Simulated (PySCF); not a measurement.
# The third ionisation energy along the second row

All values are computed (PySCF 2.14, energy differences of UHF-based or UKS calculations, no spin-orbit coupling). Values in eV. The last column holds reference values (NIST; (s) semi-empirical, (t) theoretical, else measured). Unmarked ones compare directly (S terms, centres of terms, or small fine structure); those marked * lie between the lowest fine-structure levels and include a spin-orbit shift.

```csv
element,configurations,UHF,SCS-MP2 (valence),PBE,PBE0,r2SCAN,MP2 (valence and next inner shell),reference
"B (aug-cc-pCVQZ-DK, spin-free X2C)",[He] 2s1 → 1s2,37.829,n/a,38.300,38.241,37.864,37.917,37.931
"N (aug-cc-pCVQZ-DK, spin-free X2C)",[He] 2s2 2p1 → [He] 2s2,47.292,47.478,48.018,48.001,48.218,47.599,47.445 (s) *
"O (aug-cc-pCVQZ-DK, spin-free X2C)",[He] 2s2 2p2 → [He] 2s2 2p1,54.602,54.887,55.264,55.298,55.593,55.105,54.936 (s) *
"F (aug-cc-pCVQZ-DK, spin-free X2C)",[He] 2s2 2p3 → [He] 2s2 2p2,62.246,62.616,62.844,62.922,63.165,62.950,62.708 (s) *
"Ne (aug-cc-pCVQZ-DK, spin-free X2C)",[He] 2s2 2p4 → [He] 2s2 2p3,61.823,63.330,63.878,63.728,63.616,63.229,63.423 *
```

**Question.** Fill in the row of C (aug-cc-pCVQZ-DK, spin-free X2C) ([He] 2s2 → [He] 2s1).

**Answer.** UHF 45.798; SCS-MP2 (valence) 47.300; PBE 47.124; PBE0 47.059; r2SCAN 46.636; MP2 (valence and next inner shell) 47.124; reference 47.888 (eV).

"Valence" correlates the outer s and p shells and, in groups 3 to 12 and the f block, the outer d or f shell, open or full, or the next shell where the ion has no valence electron left; the wider scheme adds the next inner shell.
